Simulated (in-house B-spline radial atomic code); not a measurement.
Successive ionisation energies of tellurium; each step leads to the configuration of the next row (after the last: bare). Dirac energy differences include first-order Breit, QED and recoil terms. NIST's values go from ground level to ground level; the uncertainty of those that are theory runs from under 0.1 % in few-electron ions to several per cent in heavy many-electron ones. Computed with an all-electron radial atomic-structure program (B-spline basis): Dirac-Hartree-Fock, jj configuration that fills j = l - 1/2 first, finite nuclei.

A number in brackets counts the electrons of a j subshell.

| ion | configuration | ionisation energy (eV) | tabulated value (eV) | tabulated kind | computed minus tabulated (eV) | highest orbital | largest mean radius (bohr) |
| --- | --- | --- | --- | --- | --- | --- | --- |
| Te41+ | [Ne] 3s1 | 3039.8 | 3041 | semi-empirical | -1 | 3s1/2 | 0.2823 |
| Te42+ | [He] 2s2 2p6 | 7022.3 | 7022 | tabulated theory | 0 | 2p3/2 | 0.11688 |
| Te43+ | [He] 2s2 2p1/2(2) 2p3/2(3) | ? | ? | tabulated theory | ? | ? | ? |
| Te44+ | [He] 2s2 2p1/2(2) 2p3/2(2) | 7480.3 | 7485 | tabulated theory | -5 | 2p3/2 | 0.11547 |
| Te45+ | [He] 2s2 2p1/2(2) 2p3/2(1) | 7713.8 | 7714 | tabulated theory | 0 | 2p3/2 | 0.11478 |
| Te46+ | [He] 2s2 2p1/2(2) | 8237.8 | 8240 | tabulated theory | -2 | 2p1/2 | 0.1141 |
| Te47+ | [He] 2s2 2p1/2(1) | 8498.7 | 8499 | tabulated theory | 0 | 2p1/2 | 0.11338 |
| Te48+ | [He] 2s2 | ? | ? | tabulated theory | ? | ? | ? |
| Te49+ | [He] 2s1 | ? | ? | tabulated theory | ? | ? | ? |
| Te50+ | 1s2 | 37193.8 | 37196.52 | tabulated theory | -3 | 1s1/2 | 0.027623 |
| Te51+ | 1s1 | 38177.6 | 38177.74 | tabulated theory | 0 | 1s1/2 | 0.02741 |

(1) Fill in the row of Te43+.

(2) Fill in the row of Te48+.

(3) Fill in the row of Te49+.

(4) Where is the largest jump?

## Answers

(1) ionisation energy (eV): 7249.8; tabulated value (eV): 7243; computed minus tabulated (eV): 7; highest orbital: 2p3/2; largest mean radius (bohr): 0.11617.

(2) ionisation energy (eV): 8821.0; tabulated value (eV): 8821; computed minus tabulated (eV): 0; highest orbital: 2s1/2; largest mean radius (bohr): 0.11267.

(3) ionisation energy (eV): 9040.6; tabulated value (eV): 9040.83; computed minus tabulated (eV): 0; highest orbital: 2s1/2; largest mean radius (bohr): 0.11202.

(4) From Te49+ to Te50+, by a factor of 4.11 (9040.6 to 37194 eV); the highest orbital goes from 2s1/2 to 1s1/2.
